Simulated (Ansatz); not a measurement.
Job for Ansatz (a program for electronic structure): U-B3LYP/cc-pVTZ on H4 chain, a point of a bond scan (R = 1.500 Å).

Ansatz 0.2 input:
```yaml
crystal:
  periodic: [false, false, false]
  atoms:
    - {symbol: H, position_ang: [0.00000000, 0.00000000, 0.00000000]}
    - {symbol: H, position_ang: [0.00000000, 0.00000000, 1.50000000]}
    - {symbol: H, position_ang: [0.00000000, 0.00000000, 3.00000000]}
    - {symbol: H, position_ang: [0.00000000, 0.00000000, 4.50000000]}
basis:
  gaussian:
    orbitals: cc-pVTZ
hamiltonian:
  xc: {name: B3LYP}
magnetization: {spin_polarized: true, initial_magnetization: 0}
```

Q: What total energy does the run end on?

A: -2.1463 hartree. Its determinant has ⟨S²⟩ = 0.35, a mixture of spin states.
